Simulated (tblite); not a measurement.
Compound: C6H9PS.
Bonds: C1–P2, P2–C3, P2–C4, C4–C5 (aromatic), C5–C6 (aromatic), C6–C7 (aromatic), C7–S8 (aromatic), C4–S8 (aromatic). Hydrogens: H9, H10, H11 on C1; H12, H13, H14 on C3; H15 on C5; H16 on C6; H17 on C7.

The geometry is computed with GFN2-xTB (gas phase).

Problem. Give the optimised bond lengths and angles.

Solution. 
```tsv
bond	length (Å)
C1–P2, P2–C3	1.852
P2–C4	1.819
C4–C5	1.365
C5–C6	1.410
C6–C7	1.357
C7–S8	1.716
C4–S8	1.738
C1–H9 and 5 like bonds	1.089
C5–H15	1.076
C6–H16	1.076
C7–H17	1.072
```

Bonds in one row agree within 0.01 Å and their mean is given. A selection of angles:
```tsv
angle	degrees
C1–P2–C3	98.1
C1–P2–C4	97.6
C3–P2–C4	99.2
P2–C4–C5	124.7
P2–C4–S8	124.6
C5–C4–S8	110.6
C4–C5–C6	113.4
C5–C6–C7	112.4
C6–C7–S8	112.2
C4–S8–C7	91.3
```

Torsions: C1–P2–C4–C5 83° (synclinal). The mirror-image conformer, all signs reversed, is as good.

The C–P distances run from 1.819 Å (P2–C4, drawn single) to 1.856 Å (C1–P2, drawn single), a spread of 0.037 Å. The C–C distances run from 1.357 Å (C6–C7, aromatic) to 1.410 Å (C5–C6, aromatic), a spread of 0.053 Å. P2 (phosphine phosphorus) is pyramidal (angles 99.2°, 98.1° and 97.6°, sum 295.0°, 0.90 Å off the plane of its three neighbours). The 5-membered ring C4–C5–C6–C7–S8 has internal angles of 91.3° to 113.4°; it is planar, 0.00 Å rms from its mean plane, widest ring torsion 1°. S8 (thiophene-type sulfur) is bent (angle 91.3°). The C–S distances run from 1.716 Å (C7–S8, aromatic) to 1.738 Å (C4–S8, aromatic), a spread of 0.022 Å. Of the pairs four or more bonds apart, S8···H14 is among the closest relative to their van der Waals radii: 2.81 Å, 94 % of the sum of Bondi's values.

Point group: C1 (no symmetry element, even within 0.4 Å). GFN2-xTB frequencies show an imaginary mode (20i cm⁻¹), so the point is no minimum at that level. 2 starts were optimised and ended at 0.00 and 0.03 kcal/mol (GFN2-xTB); the lowest of these is shown.
